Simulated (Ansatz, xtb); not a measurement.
**Relative energy of two isomers of C3H12BN**

Structure X is `C[NH2+][BH-](C)C`, a singlet and structure Y is `C[BH2-][NH2+]CC`, a singlet. Both are isolated molecules in the gas phase, relaxed with PBE0-D4/def2-SVP; the shapes shown needn't be the lowest conformers.

X (Å):

```yaml
atoms:
  - { symbol: C, position_ang: [0.1168, -1.5233, -0.6441] }
  - { symbol: C, position_ang: [1.2323, 1.0902, 0.7884] }
  - { symbol: C, position_ang: [-1.3025, 1.3033, 1.7379] }
  - { symbol: B, position_ang: [-0.1116, 0.3213, 1.2522] }
  - { symbol: N, position_ang: [-0.7229, -0.4726, -0.0652] }
  - { symbol: H, position_ang: [-0.3808, -2.0332, -1.4825] }
  - { symbol: H, position_ang: [0.3568, -2.2496, 0.1428] }
  - { symbol: H, position_ang: [1.0559, -1.0782, -0.9937] }
  - { symbol: H, position_ang: [-1.6205, -0.8598, 0.2306] }
  - { symbol: H, position_ang: [-0.9439, 0.2361, -0.7690] }
  - { symbol: H, position_ang: [0.1032, -0.6000, 2.0491] }
  - { symbol: H, position_ang: [1.0565, 1.8174, -0.0288] }
  - { symbol: H, position_ang: [2.0610, 0.4326, 0.4718] }
  - { symbol: H, position_ang: [1.6225, 1.6777, 1.6363] }
  - { symbol: H, position_ang: [-0.9978, 1.8353, 2.6543] }
  - { symbol: H, position_ang: [-2.2441, 0.7798, 1.9899] }
  - { symbol: H, position_ang: [-1.5519, 2.0883, 0.9974] }
```

Y (Å):

```xyz
17

C    -0.8446   -0.9298    2.1710
C     0.1929    0.4977   -1.3902
C    -0.3003    0.1840   -2.7874
B     0.0137    0.0194    1.1898
N    -0.4818   -0.2805   -0.3413
H    -0.5381   -0.7555    3.2153
H    -0.6973   -2.0109    1.9865
H    -1.9338   -0.7375    2.1369
H    -0.1939    1.2236    1.3444
H     1.2193   -0.2322    1.1723
H    -1.4908   -0.1167   -0.3786
H    -0.3614   -1.2811   -0.5160
H     0.0481    1.5576   -1.1361
H     1.2691    0.2989   -1.2846
H    -1.3748    0.4014   -2.8998
H     0.2375    0.7934   -3.5281
H    -0.1374   -0.8737   -3.0503
```

Energies in hartree; the thermal terms are from GFN2-xTB frequencies at re-optimised GFN2-xTB minima (ideal gas, soft modes damped towards free rotors, one conformer each, 298.15 K, 1 atm) and include the zero-point energy:

|  | X | Y |
| --- | --- | --- |
| E, CCSD(T)/def2-SVP | −200.415335 | −200.408177 |
| E, MP2/def2-SVP | −200.319673 | −200.311811 |
| E, MP2/def2-TZVPP | −200.702290 | −200.693009 |
| zero-point energy | 0.153434 | 0.153140 |
| H(298 K) − E | 0.162382 | 0.161780 |
| G(298 K) − E | 0.122321 | 0.122059 |

Task: Correct the CCSD(T) difference for the basis set by the MP2 change, then work out ΔE, ΔE₀, ΔH and ΔG for X → Y in kcal/mol (1 Eh = 627.51 kcal/mol) and the equilibrium ratio [Y]/[X].

Result: 1. Differences Y − X: CCSD(T) +0.007158, MP2 in the small set +0.007862, MP2 in the large set +0.009281 Eh.
2. ΔE = +0.007158 + (+0.009281 − (+0.007862)) = +0.008577 Eh = +5.38 kcal/mol.
3. ΔE₀ = ΔE + ΔZPE = +0.008577 + (−0.000294) Eh = +5.20 kcal/mol.
4. ΔH = ΔE + (−0.000602) Eh = +5.00 kcal/mol.
5. ΔG = ΔE + (−0.000262) Eh = +5.22 kcal/mol, so ΔS = (ΔH − ΔG)/T = −3.0 J/(mol K).
6. kT = 0.9442 mEh, so K = [Y]/[X] = exp(−ΔG/kT) = exp(−8.81) ≈ 1.5 × 10^−4.

Structure X is favoured at this temperature. An error of 1 kcal/mol in ΔG would change K by a factor of 5.4. GFN2-xTB gave ΔE the other sign. Mirror images and further conformers aren't counted.

As drawn, Y has 1 C–C, 1 B–H in place of 1 C–B, 1 C–H.

Other levels gave ΔE = −6.5 (GFN2-xTB); +2.6 (HF/STO-3G, GFN2-xTB geometries); +5.2 (r2SCAN-D4/def2-SVP, GFN2-xTB geometries); +4.7 (PBE0-D4/def2-SVP); +3.5 (HF/def2-SVP); +4.9 (MP2/def2-SVP); +4.5 (CCSD(T)/def2-SVP) kcal/mol. The correlated steps freeze 5 core orbitals. Programs: Ansatz 0.2.0, xtb 6.7.1.
